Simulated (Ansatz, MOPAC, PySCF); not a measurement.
System: GaI (charge 0, singlet). SMILES: [I][Ga]
Geometry from a B3LYP-D3(BJ)/def2-TZVP (Ansatz, a quantum-chemistry and plane-wave program) optimisation:
```
Ga
I 1 2.6178
```
Charge 0, spin multiplicity 1.

Wanted: vertical electron affinity to the doublet, in eV. Conventions: each state is the SCF solution reached for its charge and spin; UHF or UKS for open shells; no spin-orbit coupling; def2 sets with scalar-relativistic core potentials past Kr; PM7 with its own dispersion and hydrogen-bond terms; LANL2DZ with its own core potentials from Na on; STO-3G and 3-21G all-electron and non-relativistic. Ab initio and DFT rows: single points at B3LYP-D3(BJ) geometries (Ansatz). Semi-empirical rows: differences of heats of formation at the shared geometry for vertical values.

```csv
level,program,vertical electron affinity to the doublet (eV)
PM3,MOPAC,1.48
PM7,MOPAC,0.00
MNDO,MOPAC,0.58
HF/LANL2DZ,Ansatz,-0.08
B3LYP/3-21G,Ansatz,0.09
B3LYP/LANL2DZ,Ansatz,0.22
M06-2X/def2-TZVPD,PySCF,0.36
```

No value to compare with is used here. The 6 habitual levels span -0.08 (HF/LANL2DZ) to 1.48 eV (PM3); M06-2X/def2-TZVPD gives 0.36.

The levels are drawn from those run, B3LYP/6-31G* more often than the rest, none by its result; left out are runs that failed, that the program found above a lower state of the same kind, or whose <S^2> lies over 0.5 above the pure value.
